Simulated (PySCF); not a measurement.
How do the members of this family differ from one of them?

PySCF, PBE0/def2-SVPD, density fitting, gas phase; each molecule at its own GFN2-xTB geometry, one conformer. Singlet excitations by full TDDFT with frozen cores and triplets by Tamm–Dancoff TDDFT. 

Torsions of the conformers computed, which needn't be the lowest (atom-mapped SMILES):
- `[CH3:1][CH2:2][CH2:3][C:4]#[C:5][CH2:6][SiH3:7]`: C1–C2–C3–C4 64°

Reference: `N#CCC#CC[SiH3]`, with HOMO energy -7.63 eV, LUMO energy 0.09 eV, lowest singlet excitation 6.28 eV, lowest triplet excitation 5.34 eV, mean polarisability 89.4 au and dipole moment 4.10 D.

Changes against it:

| molecule | Δ HOMO energy (eV) | Δ LUMO energy (eV) | Δ lowest singlet excitation (eV) | Δ lowest triplet excitation (eV) | Δ mean polarisability (au) | Δ dipole moment (D) |
| --- | --- | --- | --- | --- | --- | --- |
| [SiH3]CC#CC(Cl)(Cl)Cl | -0.30 | -1.06 | -0.92 | -0.72 | +32.6 | -0.71 |
| C=C(C)C#CC[SiH3] | +1.13 | -0.59 | -0.94 | -1.91 | +16.3 | -3.42 |
| [SiH3]CC#CC(Cl)Cl | -0.09 | -0.83 | -0.79 | -0.62 | +18.0 | -1.12 |
| [SiH3]CC#CC[SiH3] | +0.83 | +0.18 | -0.32 | -0.06 | +15.3 | -3.46 |

Rows whose labels were lost:

| row | Δ HOMO energy (eV) | Δ LUMO energy (eV) | Δ lowest singlet excitation (eV) | Δ lowest triplet excitation (eV) | Δ mean polarisability (au) | Δ dipole moment (D) |
| --- | --- | --- | --- | --- | --- | --- |
| P | +0.44 | -1.12 | -1.86 | -1.73 | +11.2 | -1.15 |
| Q | +0.67 | +0.31 | -0.04 | +0.02 | +10.9 | -3.84 |
| R | +1.37 | -2.57 | -4.12 | -3.63 | +31.2 | -0.16 |

Question: Which row belongs to which of `C/N=C\C#CC[SiH3]`, `CCCC#CC[SiH3]` and `CC(=S)C#CC[SiH3]`?

Answer: P = `C/N=C\C#CC[SiH3]`, Q = `CCCC#CC[SiH3]` and R = `CC(=S)C#CC[SiH3]`. P and Q are told apart most clearly by the lowest singlet excitation (-1.86 against -0.04 eV); P and R are told apart most clearly by the lowest singlet excitation (-1.86 against -4.12 eV); Q and R are told apart most clearly by the lowest singlet excitation (-0.04 against -4.12 eV); Q comes close to the labelled row of `[SiH3]CC#CC[SiH3]` in every column.

Question: Which row has the smallest HOMO–LUMO gap and which the largest, and does the HOMO or the LUMO shift more there?

Answer: Smallest, counted from the reference: R, -3.94 eV (HOMO +1.37, LUMO -2.57), the larger shift being that of the LUMO. Largest: Q, -0.36 eV (HOMO +0.67, LUMO +0.31), the larger shift being that of the HOMO. The gap of the reference itself lies above all of them.
